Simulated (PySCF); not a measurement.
C₅H₁₅BSi, SMILES CB(C)[Si](C)(C)C (GFN2-xTB optimised geometry):

```
22

B     -0.994     0.036     0.000
C     -1.806    -1.314    -0.023
H     -1.356    -2.100     0.581
H     -1.799    -1.690    -1.048
H     -2.852    -1.219     0.265
C     -1.792     1.395     0.000
H     -1.814     1.767     1.026
H     -2.828     1.313    -0.323
H     -1.314     2.178    -0.585
Si     0.986     0.036     0.000
C      1.743     1.476     1.020
C      1.680     0.230    -1.782
C      1.767    -1.572     0.698
H      2.828     1.467     0.982
H      1.412     2.439     0.644
H      1.453     1.417     2.065
H      1.332     1.149    -2.243
H      1.368    -0.593    -2.419
H      2.766     0.252    -1.786
H      1.465    -2.439     0.118
H      1.462    -1.746     1.726
H      2.852    -1.532     0.683
```

Method: PBE0/def2-SVP (PySCF).

### Question
What are the frontier orbital energies and the dipole moment?

### Answer
HOMO-2 -8.16 eV, HOMO-1 -7.98 eV, HOMO -7.17 eV, LUMO -1.15 eV, LUMO+1 1.48 eV; dipole moment 0.67 D.

On the same geometry PySCF with PBE/def2-SVP gives HOMO-2 -6.84 eV, HOMO-1 -6.64 eV, HOMO -5.90 eV, LUMO -2.06 eV, LUMO+1 0.69 eV; dipole moment 0.64 D.

Meta-Löwdin charges at PBE0/def2-SVP: B1 0.05, C2 -0.41, H3 0.11, H4 0.13, H5 0.10, C6 -0.41, H7 0.13, H8 0.10, H9 0.11, Si10 0.74, C11 -0.54, C12 -0.54, C13 -0.55, H14 0.11, H15 0.11, H16 0.11, H17 0.11, H18 0.11, H19 0.11, H20 0.11, H21 0.11, H22 0.11.
